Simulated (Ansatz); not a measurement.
Ideal-gas functions of GeH₄S₂ (`S[S][GeH3]`) at 800 K and 1 bar, from an Ansatz frequency run at PBE0-D4/def2-TZVP.

Molar mass 140.78 g/mol, point group C1 (symmetry number 1), electronic degeneracy 1, moments of inertia 52.504, 273.571, 316.213 u Å². Harmonic wavenumbers (cm⁻¹, unscaled): 122, 126, 279, 394, 527, 556, 562, 818, 858, 873, 893, 2151, 2163, 2172, 2666.

Use S(trans) = R[1.5 ln M + 2.5 ln T − 1.1517]; rotational temperatures θ = 24.2544 K / I; S(rot) = R[ln(√π/σ · √(T³/θAθBθC)) + 1.5]; for each mode x = 1.438777 ν̃/T, S = R[x/(eˣ − 1) − ln(1 − e⁻ˣ)] and H = RT x/(eˣ − 1); 1 cm⁻¹ = 0.0119627 kJ/mol; R = 8.31446 J/(mol·K).

Question: By hand: the entropy, in J/(mol·K).

Answer: Translation 191.1. Rotation: θ = 0.462, 0.0887, 0.0767 K, giving 124.6. Vibration, mode by mode: 20.94, 20.68, 14.13, 11.35, 9.06, 8.65, 8.57, 5.82, 5.49, 5.37, 5.21, 0.86, 0.85, 0.84, 0.40, in all 118.2. Electronic 0.0. Sum 433.9 J/(mol·K).

Question: By hand: H − E and G − E in kJ/mol, counted from the electronic energy.

Answer: Zero-point energy ½ × 15160 × 0.0119627 = 90.7; thermal vibration 46.3; translation, rotation and pV give 4 RT = 26.6. H − E = 163.6 kJ/mol, and G − E = 163.6 − 800 × 433.9/1000 = -183.5 kJ/mol.

Vibration gives 27 % of the entropy, 41.6 J/(mol·K) of it from the modes under 150 cm⁻¹: soft modes count most, and the harmonic formula is weakest for them. The sum counts one conformer and one mirror image; others add a mixing term.
